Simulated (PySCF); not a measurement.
PySCF job for Al(Cl)(OMe)(NH2) (CH5AlClNO), SMILES C[O][Al]([NH2])[Cl], PBE/pcSseg-1. The structure is a stationary point at ωB97X-D3(BJ)/def2-SVP. The structure was generated by enumeration; whether it is a known compound was not checked. The values are those of a single conformer.

```python
import numpy as np
from pyscf import gto, scf, dft
from pyscf.prop.nmr import rks as nmr

mol = gto.M(
    atom='''
    Al   -0.23920497    0.42551304    0.17037533
    Cl    1.33775804   -0.55285285    1.15355646
    O    -0.80800607   -0.19166923   -1.29463795
    C    -0.49363815   -1.27362181   -2.12336069
    H    -0.22261027   -0.91929886   -3.13377736
    H     0.35255532   -1.87034204   -1.73415745
    H    -1.36339741   -1.94659294   -2.22704083
    N    -0.94544072    1.86998172    0.87794533
    H    -0.64844737    2.28760656    1.75262034
    H    -1.70635995    2.40066900    0.46866646
    ''',
    basis='pcSseg-1',
    charge=0,
    spin=0,
    max_memory=1600,
    verbose=3,
)
mf = dft.RKS(mol, xc='pbe')
mf.grids.level = 3
mf.conv_tol = 1e-10
mf.max_cycle = 100
mf.kernel()
n = nmr.NMR(mf)
n.verbose = 2
n.max_cycle_cphf = 60
sigma = n.kernel()
print('atom   isotropic/ppm   span/ppm')
for i, s in enumerate(sigma):
    w = np.linalg.eigvalsh((s + s.T) / 2)
    print(f'{mol.atom_symbol(i):2s}{i + 1:3d} {w.mean():14.3f} {w[2] - w[0]:11.3f}')
```

Program output:

```
converged SCF energy = -873.304855816297
atom   isotropic/ppm   span/ppm
Al  1        427.080     118.934
Cl  2       1002.810     154.001
O   3        300.391     145.602
C   4        123.699      85.983
H   5         27.266      10.949
H   6         27.013      10.780
H   7         27.263      10.942
N   8        252.115      57.191
H   9         30.891      17.552
H  10         30.891      18.970
```

The calculation finished and met its thresholds.
